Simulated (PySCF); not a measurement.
Atoms are numbered as in `[F:1][c:2]1[cH:3][n:4][n:5][n:6][cH:7]1` (H(Xn): hydrogen on atom n).

GIAO PBE0/pcSseg-1 shifts (PySCF, gas phase, non-relativistic, equivalent atoms averaged), each against references optimised in the same way as the molecule (CFCl3, TMS, NH3).

On the GFN2-xTB geometry: F1 -138.4, C2 169.0, C3/C7 143.6, N5 525.9, N4/N6 448.7, H(C3)/H(C7) 9.32 ppm.

What changes on the PBE0-D3(BJ)/def2-SVP geometry?

Results:


```csv
atoms,δ (ppm),change
F1,-136.1,+2.3
C2,162.3,-6.7
C3/C7,142.9,-0.7
N5,529.2,+3.3
N4/N6,459.2,+10.5
H(C3)/H(C7),9.10,-0.22
```

Unscaled 19F shifts against computed CFCl3 carry errors that often reach 10 to 50 ppm.

Bonds between heavy atoms that differ most (equivalent bonds averaged): N4–N5 1.288 → 1.308 Å, F1–C2 1.335 → 1.317 Å, C3–N4 1.325 → 1.331 Å, C2–C3 1.389 → 1.385 Å. Mean change of bonds to hydrogen: C–H +0.014 Å.
